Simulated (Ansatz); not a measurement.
Relaxation of AlFH3NSi (7 atoms, charge 0, multiplicity 1), to a largest force component of 0.02 eV/Å in at most 50 steps.

All numbers below come from RKS PBE0/def2-SVP in Ansatz.

```xyz
7
Properties=species:S:1:pos:R:3:forces:R:3
F -1.165 -1.861 0.543 0.98 0.51 -1.08
Si -0.261 -0.855 -0.471 -1.29 0.34 0.44
N 0.951 0.022 0.490 -0.64 0.70 1.97
Al -0.171 1.423 0.030 -0.27 -0.79 -1.56
H 0.389 -1.506 -1.641 -0.12 -0.71 0.20
H 0.806 -0.183 1.508 1.06 -0.16 -0.68
H -0.487 2.892 -0.504 0.28 0.10 0.71
```

Question: Where does it end, and by what steps?

Answer: The run converged. After 10 steps the energy has fallen by 1.285 eV; H6 moved furthest, 0.53 Å.

```
step  energy less start (eV)  largest force component (eV/Å)  accepted
   0                  0.0000                           1.966       yes
   1                 -0.5445                           1.637       yes
   2                 -0.8692                           1.871       yes
   3                 -1.1612                           1.162       yes
   4                 -1.2495                           0.539       yes
   5                 -1.2773                           0.205       yes
   6                 -1.2792                           0.419       yes
   7                 -1.2829                           0.157       yes
   8                 -1.2833                           0.048       yes
   9                 -1.2847                           0.035       yes
  10                 -1.2849                           0.013       yes
```

```xyz
7
Properties=species:S:1:pos:R:3
F -1.361 -1.871 0.241
Si -0.283 -0.874 -0.479
N 0.626 0.145 0.619
Al -0.302 1.414 -0.256
H 0.505 -1.796 -1.350
H 1.300 -0.074 1.348
H -0.425 2.988 -0.169
```

Run time: 18 s on 1 thread of Intel(R) Xeon(R) 6975P-C (Granite Rapids) (shared host), peak memory 0.16 GiB.
